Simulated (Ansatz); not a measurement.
A nudged elastic band was laid between two geometries of CH$_{3}$NOSe (7 atoms, charge 0, multiplicity 1).

Computed with RKS PBE0-D4/def2-SVP in Ansatz.

```json
{
  "movable images": "5",
  "climbing image": "yes",
  "spring": "5.0 eV/Å²",
  "optimiser": "quadratic models (default)",
  "start path": "IDPP",
  "force threshold": "0.05 eV/Å",
  "iteration limit": "60",
  "end points": "relaxed"
}
```

Initial state:

```xyz
7
Properties=species:S:1:pos:R:3
N -0.460 0.934 0.059
C 0.060 -0.274 -0.164
O 0.848 -0.671 0.830
Se -0.244 -1.285 -1.628
H -1.076 1.337 -0.631
H -0.241 1.440 0.908
H 1.175 -1.549 0.579
```

Final state:

```xyz
7
Properties=species:S:1:pos:R:3
N -0.477 0.696 0.143
C 0.096 -0.409 -0.379
O 0.958 -1.045 0.410
Se -0.279 -1.023 -2.023
H -1.095 1.221 -0.461
H -0.102 1.168 0.959
H 0.961 -0.677 1.305
```

Task: Which bonds break or form, and what moves?

Result: No bond is made or broken. The dihedral Se4–C2–O3–H7 goes from 0 to -172°.

Task: What energy profile does the band end with?

Result: The run converged. The highest image is number 4 of 0 to 6, 59.5 kJ/mol above the first end and 13.9 kJ/mol above the last; the last end lies 45.6 kJ/mol above the first. A vibrational analysis at the climbing image gives one clearly imaginary mode, 502i cm⁻¹: a first-order saddle point.

```csv
image,path coordinate (Å),energy (kJ/mol),dihedral Se4–C2–O3–H7 (°)
0,0.00,0.0,0
1,0.30,9.7,-24
2,0.59,31.5,-51
3,0.89,51.8,-78
4,1.19,59.5,-104
5,1.57,51.1,-139
6,1.96,45.6,-172
```

Task: What is the geometry of the highest image?

Result: 
```xyz
7
Properties=species:S:1:pos:R:3
N -0.646 0.618 0.224
C 0.227 -0.192 -0.398
O 1.262 -0.558 0.394
Se 0.071 -0.712 -2.101
H -1.420 0.999 -0.303
H -0.409 1.019 1.124
H 0.975 -1.242 1.014
```

Task: What are the harmonic wavenumbers there?

Result: 502i, 357, 410, 414, 570, 610, 700, 1025, 1140, 1366, 1403, 1603, 3595, 3745, 3847 cm⁻¹.

Time of the run: 2.5 min on 1 thread of Arm Neoverse V1, with other jobs on the host, peak memory 0.27 GiB.
